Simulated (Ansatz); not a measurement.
The same path of C2H5GaOS (10 atoms, charge 0, multiplicity 1) was run twice with different band settings. Lost on the way: C2–H6. Made: O1–H6.

Level of theory: RKS PBE-D4/def2-SVP (Ansatz).

Relaxed end points:

```xyz
10
Properties=species:S:1:pos:R:3
O 0.182 0.801 1.051
C 0.385 -0.418 1.062
C 0.183 -1.316 -0.105
S -0.410 -0.544 -1.640
Ga -0.501 1.628 -0.783
H 0.748 -0.883 2.014
H 1.157 -1.844 -0.256
H -0.505 -2.124 0.245
H -1.945 2.138 -0.398
H 0.705 2.563 -1.191
```

```xyz
10
Properties=species:S:1:pos:R:3
O 0.263 0.393 1.100
C 0.480 -0.928 1.103
C 0.177 -1.490 -0.219
S -0.426 -0.513 -1.674
Ga -0.463 1.553 -0.698
H 0.468 0.770 1.982
H 1.110 -2.041 -0.496
H -0.539 -2.320 -0.002
H -1.853 2.078 -0.154
H 0.782 2.499 -0.942
```

Common settings: movable images 9; climbing image yes; spring 5.0 eV/Å²; start path through a guess of the saddle point; force threshold 0.05 eV/Å; iteration limit 60; end points relaxed.

| run | optimiser | largest step |
| --- | --- | --- |
| 1 | quadratic models (default) | default |
| 2 | fire | 0.02 Å |

Problem. What does each run give, and how far can it be trusted?

Solution. Run 1: converged after 7 iterations, highest image 3.510 eV above the first end. A vibrational analysis at the climbing image gives 2 clearly imaginary modes (1696i, 70i cm⁻¹): a point of higher order, so a lower path passes nearby.
Run 2: converged after 34 iterations, highest image 3.511 eV above the first end. Another band between the same ends (9 images) ends at a top of the same energy, where a vibrational analysis finds 2 clearly imaginary modes.
The orbitals stay closed-shell, which can raise the energy where a bond breaks towards radicals; this wasn't checked here.
